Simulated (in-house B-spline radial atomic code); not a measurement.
Configurations of Cu⁵⁺, with energies counted from [Ar] 3d6. All numbers are computed (non-relativistic B3LYP, spin-polarised, spherical fractional occupations, exact exchange averaged over the configuration; point nucleus) with a B-spline radial code for spherical atoms, not measured. Shells without spins written out take the highest spin.

Occupations are held fixed; configurations that lie above the ionisation limit could autoionise.

```csv
configuration,E - E(ref) (eV),highest orbital,its <r> (bohr)
[Ar] 3d5 4s1,31.838,4s up,1.74
[Ar] 3d5 4p1,42.802,4p up,1.89
[Ar] 3d5 4f1,72.936,4f up,2.765
[Ne] 3s2 3p5 3d6 4f1,142.5,4f up,2.76
```

Problem. Order these further configurations by energy, lowest first.
A. [Ne] 3s2 3p5 3d6 4p1
B. [Ne] 3s2 3p5 3d6 4s1
C. [Ne] 3s2 3p5 3d7
D. [Ar] 3d5 4d1
E. [Ne] 3s2 3p5 3d6 4d1

Solution. D (59.503 eV), C (69.584 eV), B (101.32 eV), A (112.3 eV), E (129.06 eV).
